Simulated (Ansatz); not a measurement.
Ansatz (an electronic-structure program) input (B3LYP-D3(BJ)/def2-TZVP):

Ansatz 0.2 input:
```yaml
crystal:
  periodic: [false, false, false]
  atoms:
    - {symbol: In, position_ang: [0.05733236, -0.09927199, -0.24914289]}
    - {symbol: F, position_ang: [-1.71727642, -0.80244287, 0.47243683]}
    - {symbol: F, position_ang: [-0.07684334, 1.93697527, -0.24160162]}
    - {symbol: F, position_ang: [1.48197692, -0.59405154, 1.12560944]}
basis:
  gaussian:
    orbitals: def2-TZVP
hamiltonian:
  xc: b3lyp
  dispersion: d3bj
total_charge: -1
magnetization: {spin_polarized: true, initial_magnetization: 1}
phonons: {temperatures: {t_min: 298.15, t_max: 298.15, t_step: 100}}
```

Output:

```
Functional definition: B3LYP
integrals: 0.05 GiB planned
933 factors; their error is unknown
mean field: 0.68 GiB planned
mean field evaluation 1: about -13333.9897 eV, gradient 1.1e1 eV
mean field evaluation 2: about -13333.3864 eV, gradient 1.9e1 eV
mean field evaluation 4: about -13334.5048 eV, gradient 7.2e-1 eV
mean field evaluation 8: about -13334.5763 eV, gradient 1.1e-1 eV
mean field evaluation 16: about -13334.5763 eV, gradient 2.1e-5 eV
mean field -13334.57629569 eV, -490.0366403661 hartree, gradient 2.1e-5 eV, S^2 0.751804; 0 other end points of the search recorded, 0 dependent functions left out
the calculation of the forces begins
reference -13334.57657243 eV, -490.0366505363 hartree; 25, 24 occupied and 118, 119 virtual orbitals, 933 factors
these checks for a lower state are left out or cut short: stability, starts, cluster_reference, orbital_swaps, neighbouring_geometries, increment
integrals: 0.05 GiB planned
933 factors; their error is unknown
mean field: 0.67 GiB planned
mean field -13334.57624105 eV, -490.0366383581 hartree, gradient 2.8e-6 eV, S^2 0.751804; 0 other end points of the search recorded, 0 dependent functions left out
the calculation of the forces begins
reference -13334.57651779 eV, -490.0366485282 hartree; 25, 24 occupied and 118, 119 virtual orbitals, 933 factors
these checks for a lower state are left out or cut short: stability, starts, cluster_reference, orbital_swaps, neighbouring_geometries, increment
integrals: 0.05 GiB planned
933 factors; their error is unknown
mean field: 0.68 GiB planned
mean field evaluation 32: about -13334.5762 eV, gradient 2.8e-6 eV
mean field -13334.57624218 eV, -490.0366383995 hartree, gradient 2.8e-6 eV, S^2 0.751804; 0 other end points of the search recorded, 0 dependent functions left out
the calculation of the forces begins
reference -13334.57651892 eV, -490.0366485698 hartree; 25, 24 occupied and 118, 119 virtual orbitals, 933 factors
these checks for a lower state are left out or cut short: stability, starts, cluster_reference, orbital_swaps, neighbouring_geometries, increment
integrals: 0.05 GiB planned
933 factors; their error is unknown
mean field: 0.67 GiB planned
mean field -13334.57625751 eV, -490.0366389631 hartree, gradient 2.8e-6 eV, S^2 0.751808; 0 other end points of the search recorded, 0 dependent functions left out
the calculation of the forces begins
reference -13334.57653426 eV, -490.0366491333 hartree; 25, 24 occupied and 118, 119 virtual orbitals, 933 factors
these checks for a lower state are left out or cut short: stability, starts, cluster_reference, orbital_swaps, neighbouring_geometries, increment
integrals: 0.05 GiB planned
933 factors; their error is unknown
mean field: 0.68 GiB planned
mean field -13334.57624863 eV, -490.0366386369 hartree, gradient 2.8e-6 eV, S^2 0.751801; 0 other end points of the search recorded, 0 dependent functions left out
the calculation of the forces begins
reference -13334.57652538 eV, -490.0366488071 hartree; 25, 24 occupied and 118, 119 virtual orbitals, 933 factors
these checks for a lower state are left out or cut short: stability, starts, cluster_reference, orbital_swaps, neighbouring_geometries, increment
integrals: 0.05 GiB planned
933 factors; their error is unknown
mean field: 0.68 GiB planned
mean field -13334.57624613 eV, -490.0366385450 hartree, gradient 2.8e-6 eV, S^2 0.751799; 0 other end points of the search recorded, 0 dependent functions left out
the calculation of the forces begins
reference -13334.57652285 eV, -490.0366487142 hartree; 25, 24 occupied and 118, 119 virtual orbitals, 933 factors
these checks for a lower state are left out or cut short: stability, starts, cluster_reference, orbital_swaps, neighbouring_geometries, increment
integrals: 0.05 GiB planned
933 factors; their error is unknown
mean field: 0.68 GiB planned
mean field -13334.57627662 eV, -490.0366396653 hartree, gradient 2.8e-6 eV, S^2 0.751809; 0 other end points of the search recorded, 0 dependent functions left out
the calculation of the forces begins
reference -13334.57655339 eV, -490.0366498365 hartree; 25, 24 occupied and 118, 119 virtual orbitals, 933 factors
these checks for a lower state are left out or cut short: stability, starts, cluster_reference, orbital_swaps, neighbouring_geometries, increment
integrals: 0.05 GiB planned
933 factors; their error is unknown
mean field: 0.68 GiB planned
mean field evaluation 64: about -13334.5057 eV, gradient 1.6e-1 eV
mean field -13334.57628942 eV, -490.0366401359 hartree, gradient 1.8e-6 eV, S^2 0.751803; 0 other end points of the search recorded, 0 dependent functions left out
the calculation of the forces begins
reference -13334.57656617 eV, -490.0366503061 hartree; 25, 24 occupied and 118, 119 virtual orbitals, 933 factors
these checks for a lower state are left out or cut short: stability, starts, cluster_reference, orbital_swaps, neighbouring_geometries, increment
integrals: 0.05 GiB planned
933 factors; their error is unknown
mean field: 0.67 GiB planned
mean field -13334.57629232 eV, -490.0366402424 hartree, gradient 1.6e-6 eV, S^2 0.751806; 0 other end points of the search recorded, 0 dependent functions left out
the calculation of the forces begins
reference -13334.57656907 eV, -490.0366504126 hartree; 25, 24 occupied and 118, 119 virtual orbitals, 933 factors
these checks for a lower state are left out or cut short: stability, starts, cluster_reference, orbital_swaps, neighbouring_geometries, increment
integrals: 0.05 GiB planned
933 factors; their error is unknown
mean field: 0.67 GiB planned
mean field -13334.57629351 eV, -490.0366402861 hartree, gradient 1.3e-6 eV, S^2 0.751804; 0 other end points of the search recorded, 0 dependent functions left out
the calculation of the forces begins
reference -13334.57657026 eV, -490.0366504564 hartree; 25, 24 occupied and 118, 119 virtual orbitals, 933 factors
these checks for a lower state are left out or cut short: stability, starts, cluster_reference, orbital_swaps, neighbouring_geometries, increment
integrals: 0.05 GiB planned
933 factors; their error is unknown
mean field: 0.67 GiB planned
mean field -13334.57629387 eV, -490.0366402994 hartree, gradient 1.3e-6 eV, S^2 0.751805; 0 other end points of the search recorded, 0 dependent functions left out
the calculation of the forces begins
reference -13334.57657062 eV, -490.0366504696 hartree; 25, 24 occupied and 118, 119 virtual orbitals, 933 factors
these checks for a lower state are left out or cut short: stability, starts, cluster_reference, orbital_swaps, neighbouring_geometries, increment
integrals: 0.05 GiB planned
933 factors; their error is unknown
mean field: 0.67 GiB planned
mean field -13334.57627081 eV, -490.0366394518 hartree, gradient 2.8e-6 eV, S^2 0.751810; 0 other end points of the search recorded, 0 dependent functions left out
the calculation of the forces begins
reference -13334.57654758 eV, -490.0366496229 hartree; 25, 24 occupied and 118, 119 virtual orbitals, 933 factors
these checks for a lower state are left out or cut short: stability, starts, cluster_reference, orbital_swaps, neighbouring_geometries, increment
integrals: 0.05 GiB planned
933 factors; their error is unknown
mean field: 0.67 GiB planned
mean field evaluation 96: about -13334.5057 eV, gradient 1.2e-4 eV
mean field -13334.57623972 eV, -490.0366383092 hartree, gradient 2.8e-6 eV, S^2 0.751799; 0 other end points of the search recorded, 0 dependent functions left out
the calculation of the forces begins
reference -13334.57651644 eV, -490.0366484785 hartree; 25, 24 occupied and 118, 119 virtual orbitals, 933 factors
these checks for a lower state are left out or cut short: stability, starts, cluster_reference, orbital_swaps, neighbouring_geometries, increment
integrals: 0.05 GiB planned
933 factors; their error is unknown
mean field: 0.68 GiB planned
mean field -13334.57629035 eV, -490.0366401700 hartree, gradient 1.3e-6 eV, S^2 0.751804; 0 other end points of the search recorded, 0 dependent functions left out
the calculation of the forces begins
reference -13334.57656709 eV, -490.0366503399 hartree; 25, 24 occupied and 118, 119 virtual orbitals, 933 factors
these checks for a lower state are left out or cut short: stability, starts, cluster_reference, orbital_swaps, neighbouring_geometries, increment
integrals: 0.05 GiB planned
933 factors; their error is unknown
mean field: 0.67 GiB planned
mean field -13334.57629798 eV, -490.0366404504 hartree, gradient 1.3e-6 eV, S^2 0.751805; 0 other end points of the search recorded, 0 dependent functions left out
the calculation of the forces begins
reference -13334.57657474 eV, -490.0366506209 hartree; 25, 24 occupied and 118, 119 virtual orbitals, 933 factors
Total energy: -13334.65465728 eV, -490.0395201013 hartree
Atom 0 at     0.057332    -0.099272    -0.249143 Å, force     0.000172    -0.000793    -0.001664 eV/Å
Atom 1 at    -1.717276    -0.802443     0.472437 Å, force     0.001051     0.000906     0.000480 eV/Å
Atom 2 at    -0.076843     1.936975    -0.241602 Å, force    -0.000137    -0.000826     0.001008 eV/Å
Atom 3 at     1.481977    -0.594052     1.125609 Å, force    -0.001085     0.000713     0.000177 eV/Å
Dipole moment:     0.122214    -0.211619    -0.531098 e Å
Vibrations: 126.97 127.08 153.05 466.10 466.12 468.37 cm⁻¹, zero-point energy 0.112063 eV
```
